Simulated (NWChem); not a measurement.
C3H5ClSi; SMILES C#C[Si@@H](C)Cl

```xyz
10

C      0.8753     2.6476    -0.2441
C      0.3900     1.5666     0.0331
Si    -0.3727    -0.0462     0.4517
C     -2.0099    -0.2414    -0.4134
Cl     0.9122    -1.5564    -0.1610
H      1.3093     3.6016    -0.4890
H     -0.5005    -0.1483     1.9306
H     -2.4578    -1.2181    -0.1762
H     -1.8786    -0.1715    -1.5034
H     -2.7042     0.5513    -0.0937
```
Atoms are numbered in this order, from 1.

Program: NWChem. Structure relaxed at the PBE0/def2-SVP level. Level: M06-2X/def2-SVP with SMD (1 M gas to 1 M solution), gas-phase geometry. Reactions with the solvent are ignored.

```tsv
solvent	dielectric constant	solvation free energy (kcal/mol)	cavity-dispersion-structure term (kcal/mol)	dipole in solution (D)
water	78.4	[?]	[?]	2.59
ethanol	24.9	-3.2	1.5	2.57
diethyl ether	4.24	-3.5	0.1	2.44
N,N-dimethylformamide	37.2	-2.8	2.0	2.58
benzene	2.27	-2.9	-0.3	2.32
```

Q: Fill in the missing entries.

A: 
- water, solvation free energy (kcal/mol): 0.6
- water, cavity-dispersion-structure term (kcal/mol): 5.5
